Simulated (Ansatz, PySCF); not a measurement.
C5H4F2, SMILES C=C=C(F)/C=C\F. Atoms are numbered in the order given.

```xyz
11

C      2.3573     0.3789     0.2070
C      1.1689    -0.1311     0.3786
C     -0.0335    -0.6451     0.5512
F     -0.1953    -1.6763     1.4024
C     -1.2827    -0.2411    -0.0769
C     -1.4655     0.7397    -0.9648
F     -0.4793     1.5055    -1.4057
H      3.0364     0.0043    -0.5693
H      2.7223     1.2064     0.8283
H     -2.1626    -0.8146     0.2215
H     -2.4355     0.9929    -1.4004
```

The structure is a stationary point at PBE0-D3(BJ)/def2-SVP. The structure was generated by enumeration; whether it is a known compound was not checked. Other conformers were not sampled.

Two levels are set side by side: PBE-D3(BJ)/def2-SVP (Ansatz, an electronic-structure program) and PBE0-D3(BJ)/def2-SVP (Ansatz). Each level has its own optimised geometry; the coordinates shown are those of the second. Frequencies come from the Hessian of PySCF at each geometry. Differences are taken from unrounded values.

```json
[
 {"quantity": "mean bond length (Å)", "PBE0-D3(BJ)": "1.247"},
 {"quantity": "bond C1–C2 (Å)", "PBE0-D3(BJ)": "1.305"},
 {"quantity": "bond C2–C3 (Å)", "PBE0-D3(BJ)": "1.319"},
 {"quantity": "bond C3–F4 (Å)", "PBE0-D3(BJ)": "1.347"},
 {"quantity": "bond C3–C5 (Å)", "PBE0-D3(BJ)": "1.455"},
 {"quantity": "bond C5–C6 (Å)", "PBE0-D3(BJ)": "1.336"},
 {"quantity": "bond C6–F7 (Å)", "PBE0-D3(BJ)": "1.324"},
 {"quantity": "bond C1–H8 (Å)", "PBE0-D3(BJ)": "1.097"},
 {"quantity": "bond C1–H9 (Å)", "PBE0-D3(BJ)": "1.097"},
 {"quantity": "bond C5–H10 (Å)", "PBE0-D3(BJ)": "1.092"},
 {"quantity": "bond C6–H11 (Å)", "PBE0-D3(BJ)": "1.093"},
 {"quantity": "highest harmonic wavenumber (cm⁻¹)", "PBE0-D3(BJ)": "3245"},
 {"quantity": "mean harmonic wavenumber (cm⁻¹)", "PBE0-D3(BJ)": "1217"},
 {"quantity": "zero-point energy (kcal/mol)", "PBE0-D3(BJ)": "46.98"}
]
```

**Question.** What does PBE-D3(BJ) give, and how far is it from PBE0-D3(BJ)? (The exact figures need the calculation; the answer reports its results.)

**Answer.** 
| quantity | PBE-D3(BJ) | PBE-D3(BJ) minus PBE0-D3(BJ) |
|---|---|---|
| mean bond length (Å) | 1.257 | 0.010 |
| bond C1–C2 (Å) | 1.314 | 0.009 |
| bond C2–C3 (Å) | 1.331 | 0.012 |
| bond C3–F4 (Å) | 1.364 | 0.017 |
| bond C3–C5 (Å) | 1.458 | 0.003 |
| bond C5–C6 (Å) | 1.349 | 0.013 |
| bond C6–F7 (Å) | 1.339 | 0.015 |
| bond C1–H8 (Å) | 1.106 | 0.009 |
| bond C1–H9 (Å) | 1.106 | 0.009 |
| bond C5–H10 (Å) | 1.100 | 0.008 |
| bond C6–H11 (Å) | 1.102 | 0.009 |
| highest harmonic wavenumber (cm⁻¹) | 3146 | -99 |
| mean harmonic wavenumber (cm⁻¹) | 1169 | -48 |
| zero-point energy (kcal/mol) | 45.13 | -1.85 |

Exact exchange shortens and stiffens bonds; PBE has none. Differences between two approximate levels are no errors against the true value.
